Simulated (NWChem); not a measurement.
# CH3ClTe; SMILES C[Te]Cl

Results from NWChem. All runs use the structure optimised with PBE0/def2-SVP. def2 effective core potentials on Te; no spin-orbit coupling. Total energies compare along this basis series because the functional is fixed.

```json
[
 {"level": "PBE/def2-SVP", "basis functions": "73", "energy (Ha)": "-767.7054", "highest occupied level (eV)": "-4.95", "orbital gap (eV)": "1.92", "dipole (D)": "2.44", "relative time": "1"},
 {"level": "PBE/def2-SVPD", "basis functions": "106", "energy (Ha)": "-767.7205", "highest occupied level (eV)": "-5.18", "orbital gap (eV)": "1.82", "dipole (D)": "2.56", "relative time": "2"},
 {"level": "PBE/def2-TZVP", "basis functions": "136", "energy (Ha)": "-767.9292", "highest occupied level (eV)": "-5.13", "orbital gap (eV)": "1.95", "dipole (D)": "2.47", "relative time": "4"},
 {"level": "PBE/def2-TZVPP", "basis functions": "165", "energy (Ha)": "-767.9304", "highest occupied level (eV)": "-5.13", "orbital gap (eV)": "1.95", "dipole (D)": "2.46", "relative time": "6"}
]
```

Relative times are rough (shared machine, one core).
